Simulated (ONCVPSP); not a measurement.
An all-electron radial function and its pseudo partner (phosphorus)

Columns: radius, all-electron u(r) and pseudo u(r) of the 2s shell (level -173.99 eV) of phosphorus in the configuration [He] 2s2 2p6 3s2 3p3; PBE, scalar-relativistic, ONCV scheme, ONCVPSP 4.0.1.

| r (bohr) | all-electron | pseudo |
| --- | --- | --- |
| 0.053 | -0.6691 | 0.2169 |
| 0.105 | -0.3707 | 0.4356 |
| 0.158 | 0.1738 | 0.6643 |
| 0.210 | 0.6702 | 0.8851 |
| 0.262 | 1.0434 | 1.0859 |
| 0.315 | 1.2864 | 1.2504 |
| 0.368 | 1.4106 | 1.3588 |
| 0.420 | 1.4446 | 1.4047 |
| 0.473 | 1.4150 | 1.3928 |
| 0.525 | 1.3443 | 1.3349 |
| 0.578 | 1.2470 | 1.2442 |
| 0.630 | 1.1385 | 1.1379 |
| 0.683 | 1.0235 | 1.0232 |
| 0.735 | 0.9120 | 0.9118 |
| 0.788 | 0.8037 | 0.8035 |
| 0.840 | 0.7048 | 0.7046 |
| 0.893 | 0.6126 | 0.6125 |
| 0.945 | 0.5312 | 0.5311 |
| 0.998 | 0.4572 | 0.4571 |
| 1.050 | 0.3933 | 0.3932 |
| 1.102 | 0.3373 | 0.3372 |
| 1.155 | 0.2877 | 0.2876 |
| 1.208 | 0.2448 | 0.2447 |
| 1.260 | 0.2086 | 0.2085 |
| 1.313 | 0.1768 | 0.1767 |
| 1.365 | 0.1500 | 0.1500 |

How many radial nodes do the two functions have?

The all-electron 2s function has n − l − 1 = 1; the pseudo-wave has 0, since the states of the same l below it are removed with the core.

At about which radius was the pseudo-wave matched?

0.80 bohr. The columns agree to 0.0005 from 0.68 bohr on; several derivatives are matched, so the curves merge somewhat inside the radius.

Where does each function peak?

Outermost all-electron maximum near 0.42 bohr, pseudo maximum near 0.42 bohr (to the table’s step).

Is the pseudo-wave norm-conserving?

Yes: the ONCV scheme keeps the norm inside the radius equal to the all-electron one, which fixes the energy derivative of the logarithmic derivative at the level.
